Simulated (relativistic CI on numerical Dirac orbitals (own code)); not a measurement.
**Nd3+: 4f valence photoemission**

Computed with this model: Dirac-Coulomb-Breit CI, separate exchange-only KLI orbitals for each configuration, QED by a radiative potential, valence Slater integrals scaled by 0.7, multiplet model of photoemission in the sudden approximation; configurations [Xe] 4f3 → [Xe] 4f2; 300 K; Lorentzian 0.1 eV and Gaussian 0.3 eV FWHM. Energies are those of the free ion, without screening or charge transfer. The energies are binding energies and can lie tens of eV above those of solids. S is read from ⟨S²⟩ = S(S + 1).

Computed curve for free ion, scaled to 100 at the maximum (points under 2 are left out and the grid is thinned):

(Energy (eV), Intensity): (37.6, 2.2), (37.7, 3.4), (37.8, 6.2), (37.9, 14.5), (38.0, 36.2), (38.1, 72.9), (38.2, 100.0), (38.3, 89.6), (38.4, 57.0), (38.5, 34.1), (38.6, 25.5), (38.7, 24.4), (38.8, 29.3), (38.9, 33.5), (39.0, 28.5), (39.1, 18.0), (39.2, 9.6), (39.3, 5.0), (39.4, 2.7)

The ground state has S = 1.47, and the centroid lies at 38.41 eV.
